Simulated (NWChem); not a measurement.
# C$_{3}$H$_{9}$Sb; SMILES [Sb]([CH3])([CH3])[CH3]

Computed with NWChem. Geometry: optimised at PBE-D3(BJ)/def2-SVP. No frequency run checked for a minimum. def2 effective core potentials on Sb; no spin-orbit coupling. Total energies compare along this basis series because the functional is fixed.

| level | basis functions | energy (Ha) | highest occupied level (eV) | orbital gap (eV) | dipole (D) | relative time |
|---|---|---|---|---|---|---|
| B3LYP/def2-SVP | 113 | -359.9705 | -6.23 | 6.52 | 0.43 | 1 |
| B3LYP/def2-SVPD | 164 | -359.9797 | -6.34 | 6.21 | 0.39 | 3 |
| B3LYP/def2-TZVP | 197 | -360.1222 | -6.36 | 6.23 | 0.36 | 3 |
| B3LYP/def2-TZVPD | 248 | -360.1229 | -6.36 | 6.08 | 0.33 | 8 |

Relative times are rough (shared machine, one core).
